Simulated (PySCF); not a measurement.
AgCl, SMILES [Ag][Cl], multiplicity 1.

Geometry: B3LYP-D3(BJ)/def2-TZVPD. The multiplicity is an assumed one; other spin states were not compared. The def2 effective core potentials stand for the cores of Ag; spin–orbit coupling is left out.

Computed with PySCF with TDDFT-PBE/def2-TZVPD.

Vertical excitations; the highest root listed may be one member of a degenerate set.  State labels are in the subgroup C2v.

```tsv
state	symmetry	energy (eV)	λ (nm)	f	main pairs
S1	B2	2.36	525	0.006	HOMO→LUMO (degenerate set)
S2	B1	2.36	525	0.006	HOMO−1→LUMO (degenerate set)
S3	A1	3.35	370	0.058	HOMO−2→LUMO 97 %
S4	A2	4.35	285	0.000	HOMO−3→LUMO (degenerate set)
S5	A1	4.35	285	0.000	HOMO−4→LUMO (degenerate set)
S6	B2	4.81	258	0.003	HOMO−5→LUMO (degenerate set)
S7	B1	4.81	258	0.003	HOMO−6→LUMO (degenerate set)
S8	A2	5.69	218	0.000	HOMO→LUMO+1 50 %, HOMO−1→LUMO+2 50 %
S9	A2	5.70	217	0.000	HOMO−1→LUMO+2, HOMO→LUMO+1 (degenerate set)
S10	A1	5.70	217	0.000	HOMO→LUMO+2, HOMO−1→LUMO+1 (degenerate set)
T1	B2	2.07	599	0	HOMO→LUMO (degenerate set)
T2	B1	2.07	599	0	HOMO−1→LUMO (degenerate set)
T3	A1	2.50	497	0	HOMO−2→LUMO 100 %
T4	A2	4.03	308	0	HOMO−3→LUMO 100 %
```
Triplets are in the Tamm–Dancoff approximation, which puts them higher than full response would, so one can lie above its singlet here.
